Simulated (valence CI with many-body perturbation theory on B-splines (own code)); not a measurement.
# Tb⁴⁴⁺: what each term of the Hamiltonian does

Calculated by configuration interaction combined with many-body perturbation theory (CI+MBPT): three valence electrons over a frozen Dirac-Fock core [Ar], a basis of 9 s, 9 p, 10 d, 8 f, 5 g, 3 h, 1 i functions for each j, with the one-electron correlation potential Σ1 (screened to all orders), the two-electron term Σ2, the three-electron term Σ3, Breit, model QED; selected single and double excitations, second order for the rest (own B-spline code, finite nucleus).

The last digits are not significant, and no measured levels were compared; by estimate large intervals hold to a few tenths of a per cent, small ones and those within an open d or f shell to about a per cent. Only levels of the ground parity were solved; by the run's estimate the other parity begins above the list, which can be wrong where configurations are misplaced.

Each rung adds one term. CI alone is the Dirac-Coulomb CI over the frozen core; QED comes last and gives the full result, which names the levels. Energies are above (3d3/2^3) J=3/2 on the same rung, in cm⁻¹.

Levels are named by their leading jj configuration (3d3/2^4 stands for four electrons in 3d with j = 3/2), which in mixed levels can hold well under half, so a name can repeat and another be missing. Letters in brackets count levels of one name in rising energy.

```
                    Level  CI alone     + Σ1     + Σ2     + Σ3  + Breit     Full
(3d3/2^2 3d5/2) J=5/2 [a]    267968   269424   272596   272782   263488   264369
    (3d3/2^2 3d5/2) J=3/2    315543   316980   316410   317539   310035   310885
    (3d3/2^2 3d5/2) J=7/2    340550   342106   344118   344110   329495   330414
    (3d3/2^2 3d5/2) J=9/2    347588   349091   352068   351933   334934   335816
    (3d3/2^2 3d5/2) J=1/2    353418   354905   352370   353768   344870   345739
(3d3/2^2 3d5/2) J=5/2 [b]    501216   502962   499079   499506   489755   490743
(3d3/2 3d5/2^2) J=7/2 [a]    602357   605269   609651   609707   590339   592078
    (3d3/2 3d5/2^2) J=9/2    634380   637370   642277   642635   618451   620229
(3d3/2 3d5/2^2) J=3/2 [a]    666452   669431   669568   669343   653736   655493
    (3d3/2 3d5/2^2) J=1/2    686958   689964   688423   690165   673110   674877
   (3d3/2 3d5/2^2) J=11/2    706303   709328   713941   714286   686080   687851
(3d3/2 3d5/2^2) J=5/2 [a]    710006   712902   710631   710485   693846   695532
(3d3/2 3d5/2^2) J=5/2 [b]    757412   760515   758481   758270   739239   741039
(3d3/2 3d5/2^2) J=7/2 [b]    771926   774956   772664   773351   751540   753288
(3d3/2 3d5/2^2) J=3/2 [b]    887368   890680   886285   887062   871174   873063
          (3d5/2^3) J=9/2    962516   966980   972486   972310   941718   944369
          (3d5/2^3) J=3/2   1067520  1071910  1068550  1069160  1045310  1047860
          (3d5/2^3) J=5/2   1133150  1137650  1135130  1135260  1111660  1114260
```

Problem. How does the ionisation energy move along the ladder, and which term matters most?

Solution. CI alone 3567.7, + Σ1 3570.4, + Σ2 3576.2, + Σ3 3576.3, + Breit 3573.5, + QED 3573.6 eV. The largest step is Σ2, 5.9 eV. NIST lists 3573 ± 4 eV (theoretical).
